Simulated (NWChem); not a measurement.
System: sulfur tetrafluoride (SF$_{4}$); SMILES FS(F)(F)F

Excerpt of the output:

```
             Northwest Computational Chemistry Package (NWChem) 7.3.0
             --------------------------------------------------------

                             Geometry "geometry" -> ""
                             -------------------------

 Output coordinates in angstroms (scale by  1.889725989 to convert to a.u.)

  No.       Tag          Charge          X              Y              Z
 ---- ---------------- ---------- -------------- -------------- --------------
    1 F                    9.0000     1.22054500     0.00000000     0.61680800
    2 S                   16.0000     0.00000000     0.00000000    -0.38779400
    3 F                    9.0000     0.00000000    -1.65416900    -0.27554600
    4 F                    9.0000     0.00000000     1.65416900    -0.27554600
    5 F                    9.0000    -1.22054500     0.00000000     0.61680800

 Effective nuclear repulsion energy (a.u.)     295.3507469767

                                 NWChem DFT Module
                                 -----------------

 Summary of "ao basis" -> "ao basis" (spherical)
 ------------------------------------------------------------------------------
       Tag                 Description            Shells   Functions and Types
 ---------------- ------------------------------  ------  ---------------------
 F                          def2-svp                 6       14   3s2p1d
 S                          def2-svp                 8       18   4s3p1d

            General Information
            -------------------
          SCF calculation type: DFT
          Wavefunction type:  closed shell.
          No. of atoms     :     5
          No. of electrons :    52
           Alpha electrons :    26
            Beta electrons :    26
          Charge           :     0
          Spin multiplicity:     1
          Use of symmetry is: off; symmetry adaption is: off
          Maximum number of iterations: 150
          AO basis - number of functions:    74
                     number of shells:    32
          Convergence on energy requested:  1.00D-06
          Convergence on density requested:  1.00D-05
          Convergence on gradient requested:  5.00D-04

              XC Information
              --------------
                         B3LYP Method XC Potential
                     Hartree-Fock (Exact) Exchange  0.200
                        Slater Exchange Functional  0.800 local
                    Becke 1988 Exchange Functional  0.720 non-local
              Lee-Yang-Parr Correlation Functional  0.810
                  VWN I RPA Correlation Functional  0.190 local

             Grid Information
             ----------------
          Grid used for XC integration:  medium
          Radial quadrature: Mura-Knowles
          Angular quadrature: Lebedev.
          Tag              B.-S. Rad. Rad. Pts. Rad. Cut. Ang. Pts.
          ---              ---------- --------- --------- ---------
          F                   0.50       49           8.0       434
          S                   1.00       88           5.0       590
          Grid pruning is: on
          Number of quadrature shells:   284
          Spatial weights used:  Erf1

      Superposition of Atomic Density Guess
      -------------------------------------

 Sum of atomic energies:        -794.51736391

      Non-variational initial energy
      ------------------------------

 Total energy =    -795.309793
 1-e energy   =   -1695.578293
 2-e energy   =     604.917753
 HOMO         =      -0.341328
 LUMO         =       0.043430

     ---------------------------------------------
      Total Density - Mulliken Population Analysis
     ---------------------------------------------

    Atom       Charge   Shell Charges
 -----------   ------   -------------------------------------------------------
    1 F    9     9.48   1.99  1.14  0.80  3.42  2.13  0.00
    2 S   16    13.78   2.00  1.99  1.17  0.54  5.92  0.97  0.90  0.28
    3 F    9     9.63   1.99  1.15  0.80  3.50  2.18  0.00
    4 F    9     9.63   1.99  1.15  0.80  3.50  2.18  0.00
    5 F    9     9.48   1.99  1.14  0.80  3.42  2.13  0.00

[...]

                     NWChem Electrostatic Potential Fit Module
                     -----------------------------------------

 Atom parameters

 Number of atoms is                                    5
 Number of basis functions is                         74

 Grid parameters

 Maximum number of grid points is                  27521
 Number of grid points is                          27520
 Grid range                                     0.300000 nm
 Grid spacing                                   0.020000 nm
 Probe radius                                   0.070000 nm
 Atom radius factor                             1.000000

 Atomic radii

    9    0.128000
   16    0.174000
 FASTESP  F
  using M.O. file = ./job.movecs

    Atom              Coordinates                           Charge

                                                  ESP

    1 F     0.122055    0.000000    0.061681   -0.076593
    2 S     0.000000    0.000000   -0.038779    0.719550
    3 F     0.000000   -0.165417   -0.027555   -0.283175
    4 F     0.000000    0.165417   -0.027555   -0.283321
    5 F    -0.122055    0.000000    0.061681   -0.076461
                                            ------------
                                                0.000000

 Dipole moment                                  0.410726

 Quadrupole moment Qxx                          4.249641
                   Qyy                         -9.914035
                   Qzz                          5.664394

 RMS deviation kJ/mol                           0.073334

 RRMS %                                        31.356608
```

Level: B3LYP/def2-SVP. The geometry was optimised at PBE0/def2-SVP. B3LYP is NWChem's, with the RPA form of VWN correlation.

**Question.** Which NWChem input produces such a log?

**Answer.** This is not unique; one that fits is the input that was run:
```
start job
memory heap 200 mb stack 900 mb global 1100 mb
geometry units angstroms noautosym nocenter noautoz
  F      1.220545     0.000000     0.616808
  S      0.000000     0.000000    -0.387794
  F      0.000000    -1.654169    -0.275546
  F      0.000000     1.654169    -0.275546
  F     -1.220545     0.000000     0.616808
end
basis spherical
  F library def2-svp
  S library def2-svp
end
dft
  xc b3lyp
  iterations 150
  mulliken
end
task dft energy
esp
  recalculate
  probe 0.07
  range 0.3
  factor 1.0
  spacing 0.02
end
task esp
```
